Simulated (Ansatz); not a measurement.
C2Cl3 (SMILES Cl[C]=C(Cl)Cl), doublet, geometry from GFN2-xTB. Base run: PBE0/cc-pVDZ in Ansatz (a quantum-chemistry and plane-wave program).

Ansatz was given this input:
Ansatz 0.2 input:
```yaml
crystal:
  periodic: [false, false, false]
  atoms:
    - {symbol: C, position_ang: [-0.01280289, 0.20464514, 1.02473773]}
    - {symbol: C, position_ang: [0.00168582, 0.32335442, -0.26381268]}
    - {symbol: Cl, position_ang: [-0.02139799, -0.94010326, 2.18439863]}
    - {symbol: Cl, position_ang: [0.02057196, -1.07353155, -1.37258546]}
    - {symbol: Cl, position_ang: [0.00474969, 1.82728202, -1.08037495]}
basis:
  gaussian:
    orbitals: cc-pVDZ
hamiltonian:
  xc: pbe0
magnetization: {spin_polarized: true, initial_magnetization: 1}
```

The base run was repeated with changes; each row names its change, and settings that it needs were set with it.

| change | ΔE vs base (µEh) |
|---|---|
| base | 0.0 |
| lower_state_search = light | 0.0 |
| point_charge = charge:0.5 position_ang:0.7194, 4.709, -2.3945 | -783 |
| final_grid = 10, 20, 41 | 0.7 |
| final_grid = 4, 8, 17 | 345 |
| fitting.mean_field = cc-pVTZ-JKFIT | -26.6 |
| point_charge = charge:1.0 position_ang:-5.2526, -0.5736, 0.6308 | -1557 |
| forces = on | 0.0 |
| lower_state_search = full | 0.0 |
| nuclear_model = gaussian | 1311 |
| final_grid = 6, 12, 29 | 16.3 |
